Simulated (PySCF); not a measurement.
**Dipole moment and polarisability of `FC(F)OC1=CCNC1`**

Compound: C₅H₇F₂NO.
SMILES with atom numbers: `[F:1][CH:2]([F:3])[O:4][C:5]1=[CH:6][CH2:7][NH:8][CH2:9]1` (hydrogens: H10 on C2; H11 on C6; H12, H13 on C7; H14 on N8; H15, H16 on C9)

Structure used (GFN2-xTB), in Å, numbered top down from 1:
```
atom  x, y, z in Å
F1     3.6550   -0.5236    0.3987
C2     2.5072    0.1277    0.1773
F3     2.7124    0.8892   -0.9284
O4     1.5338   -0.7875   -0.0134
C5     0.2406   -0.3175   -0.0081
C6    -0.2390    0.9173   -0.0392
C7    -1.7442    0.8483    0.0223
N8    -2.0818   -0.5567   -0.2305
C9    -0.8803   -1.3285    0.0728
H10    2.3185    0.8223    1.0192
H11    0.2939    1.8470   -0.0955
H12   -2.0935    1.1189    1.0275
H13   -2.2299    1.5130   -0.6928
H14   -2.3146   -0.6712   -1.2113
H15   -0.7380   -2.1693   -0.6055
H16   -0.9477   -1.7206    1.0956
```

Level: PBE0/def2-SVPD (PySCF), static field, nuclei fixed, core orbitals frozen in the response. The polarisability tensor in these axes (au):

```
x   82.49 -3.68  1.65
y   -3.68 73.44 -0.45
z    1.65 -0.45 56.41
```

Task: Give the principal values, the mean and the anisotropy Δα = √{½[(α1 − α2)² + (α2 − α3)² + (α1 − α3)²]}.

Result: Principal values 56.31, 72.13 and 83.91 au; mean 70.78 au = 10.49 Å³ = 11.67 × 10⁻⁴⁰ C²·m²/J; Δα = 23.99 au (34 % of the mean).

Task: What is the dipole moment, and where does it point?

Result: (-1.48, 1.05, 0.31) D, 1.84 D in size, pointing from the negative to the positive side. Measured along this direction, the outermost atoms are F1 at the negative end and H13 and H12 at the positive end.

Task: Rayleigh depolarisation ratio (linearly polarised light, static tensor)?

Result: ρ = 3Δα²/(45ᾱ² + 4Δα²) = 1726.2/(225449 + 2301.5) = 0.00758.

Task: Along which axes do the principal values lie, and how far do the nuclei extend along each?

Result: Largest value along (0.94, -0.33, 0.06), where the nuclei span 6.28 Å; middle along (0.33, 0.94, 0.01), 4.13 Å; least along (-0.06, 0.01, 1.00), 2.25 Å. The response follows the extents in order.

Task: What would n − 1 = 2πNα be for an ideal gas of these molecules at 298.15 K and 1 atm, electronic part alone?

Result: N = p/kT = 2.4615 × 10¹⁹ cm⁻³, so n − 1 = 2π × N × 10.49 × 10⁻²⁴ cm³ = 1622 × 10⁻⁶ at long wavelengths.

Task: Orientational against electronic polarisability at 273 K (dilute gas, rigid molecules)?

Result: In Gaussian units μ²/3kT = 29.97 Å³ against 10.49 Å³, a ratio of 2.86; the Debye molar polarisation (4π/3)N_A(α + μ²/3kT) is 102.1 cm³/mol, leaving out the vibrational part.

Geometry: GFN2-xTB, one conformer, isolated molecule.
